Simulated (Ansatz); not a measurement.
C2H5NOSn can be A, `C#C[O][SnH2][NH2]`, or B, `C1=C[O][SnH2][NH]1`.

Program: Ansatz. Geometries: PBE0-D4/def2-TZVP. ΔE: electronic, gas phase. CCSD(T)/CBS is the MP2 limit (def2-TZVPP, def2-QZVPP) plus CCSD(T) − MP2 in def2-TZVPP, frozen cores. Functionals use def2-TZVPP. def2 core potentials past Kr. For Sn outer-core shells are correlated without core-valence functions, which leaves a few kJ/mol of doubt a bond. One conformer a species, not always the lowest.

(1) Which is lower in electronic energy at CCSD(T)/CBS, and by how much? (Best estimate.)

(2) Give E(B) − E(A) in kJ/mol with CCSD(T)/def2-TZVPP, PBE-D4, MP2/def2-TZVPP, r2SCAN-D4, CCSD/def2-TZVPP, B2PLYP, HF/def2-TZVPP. (Best estimate.)

Largest T1 diagnostic: 0.015.

Results:

(1) The calculation gave: B, by 109.3 kJ/mol.

(2) Ansatz gave: CCSD(T)/def2-TZVPP -107.3, PBE-D4 -119.7, MP2/def2-TZVPP -102.8, r2SCAN-D4 -116.3, CCSD/def2-TZVPP -104.2, B2PLYP -99.1, HF/def2-TZVPP -83.2. None reverses the order clearly.

The D4 term adds −5.5 kJ/mol with B3LYP and −2.4 kJ/mol with PBE0; it sums over pairs of atoms, weighted by their polarisabilities, and B3LYP, whose exchange is more repulsive, gets the larger term. In def2-TZVPP, CCSD(T) changes the Hartree–Fock value by −24.1 kJ/mol (the triples alone add −3.1 kJ/mol) and MP2 by −19.6 kJ/mol.

B3LYP here is the variant with VWN-RPA as its local correlation; programs differ in this.
